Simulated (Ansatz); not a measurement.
Relative stability

Two relaxed structures of B2H2ClF, closed shell (PBE0-D4/def2-TZVP; forces vanish, vibrations not checked).

A:

```
6
angstrom
B -0.1759 0.5657 0.6116
B 0.2970 -0.4581 -0.6506
F -1.3908 1.0936 0.6423
Cl 0.0678 -2.1755 -0.4419
H 0.8205 -0.1182 -1.6696
H 0.5515 0.8503 1.5293
```

B:

```xyz
6
angstrom
B -0.3956 0.8027 -0.0013
B 0.4933 -0.6124 0.0791
F 1.7152 -0.7511 0.5504
Cl -0.3102 -2.0580 -0.5374
H -0.3716 1.4951 -0.9760
H -1.1311 1.1237 0.8852
```

Computed with Ansatz 0.2.0 (basis: def2-TZVPP); correlated methods freeze the cores. B3LYP uses VWN-RPA correlation.

Q: Which structure is lower at CCSD(T), and by how much? (An estimate is asked for; the value comes from the calculation.)

A: The calculation gives: B, by 10.4 kJ/mol (electronic energy, against the other). By their contacts, A is B₂H₂ClF ([F][BH][BH][Cl]) and B is B₂H₂ClF ([BH2][B]([F])[Cl]).

All methods give the same order:

```
   method  E(B) − E(A) (kJ/mol)
   PBE-D4                 -11.5
r2SCAN-D4                 -15.4
  PBE0-D4                 -11.7
 B3LYP-D4                 -11.3
  wB97M-V                 -11.8
       HF                 -11.7
      MP2                 -11.3
     CCSD                 -10.5
  CCSD(T)                 -10.4
```

The T1 diagnostic stays at or below 0.014.

Labels in which every atom is bracketed show which atoms are joined, not bond orders.

For scale, one of the runs: CCSD(T)/def2-TZVPP, 163 basis functions, launched by `ansatz run in.yaml --threads 2 --pin off --events-out ev --progress --plain --max-ram 4352MiB`. The run took 19 s on 2 CPU threads of an Intel Xeon Platinum 8375C (shared host), with 1.3 GiB of host memory at its peak.
